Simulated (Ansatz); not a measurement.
Consider the ligand exchange at the Al–C bond: `N/C(Cl)=[CH]/[AlH2]` + `N[SiH2]F` → `F[SiH2][NH][AlH2]` + `C=C(N)Cl`.

Isolated molecules relaxed with PBE0-D4/def2-TZVP in Ansatz; ΔE leaves out vibrations. CBS: MP2 limit from def2 TZ/QZ plus the TZ coupled-cluster correction, frozen cores. DFT in def2-TZVPP. B3LYP here is the variant with VWN-RPA as its local correlation; programs differ in this. Each species was taken in one conformer, which may not be the lowest.

CCSD(T)/CBS gives -0.81 eV.

**Question.** Another level gave -0.86 eV. Which?
A. B3LYP/def2-TZVPP
B. CCSD(T)/def2-TZVPP
C. HF/def2-TZVPP
D. PBE0-D4/def2-TZVPP

**Answer.** C. HF/def2-TZVPP -0.86, CCSD(T)/def2-TZVPP -0.82, PBE0-D4 -0.71, B3LYP -0.77 eV.

Largest T1 diagnostic among the species: 0.012.

From PBE to PBE0 (25 % exact exchange), in def2-TZVPP and without D4, ΔE moves by −0.03 eV. In def2-TZVPP, CCSD(T) changes the Hartree–Fock value by +0.04 eV (the triples alone add +0.02 eV) and MP2 by +0.07 eV.
